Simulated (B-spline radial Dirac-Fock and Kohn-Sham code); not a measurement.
# X-ray lines that fill the 2p3/2 vacancy in Ce³⁺

System: the Ce³⁺ ion, configuration [Xe] 4f1, inside a Watson sphere of charge -3 and radius 1.8 Å (a model of the Madelung potential; inside it an electron's potential energy is raised by 24.0 eV).

Calculated with a B-spline atomic structure program, using independent-particle rates on relativistic LDA orbitals of the hole state (multipoles up to L = 3, Coulomb Auger matrix elements, transition energies from Dirac-Fock).

```
        line  multipole  energy (eV)  rate (s⁻¹)  share (%)
  Lℓ (L3-M1)         E1       4283.1    1.78e+13       3.07
 Lα2 (L3-M4)         E1       4821.2    4.84e+13       8.36
 Lα1 (L3-M5)         E1       4839.6    4.29e+14       74.0
 Lβ6 (L3-N1)         E1       5424.4    4.16e+12      0.719
Lβ15 (L3-N4)         E1       5612.0    7.93e+12       1.37
 Lβ2 (L3-N5)         E1       5615.3    7.10e+13       12.3
 Lβ7 (L3-O1)         E1       5686.3    8.09e+11      0.140
```

The listed lines hold 99.9 % of the radiative rate. The radiative width is 0.381 eV in the length form and 0.387 eV in the velocity form; the two differ because the transition energies are not eigenvalue differences of the potential that gave the orbitals.
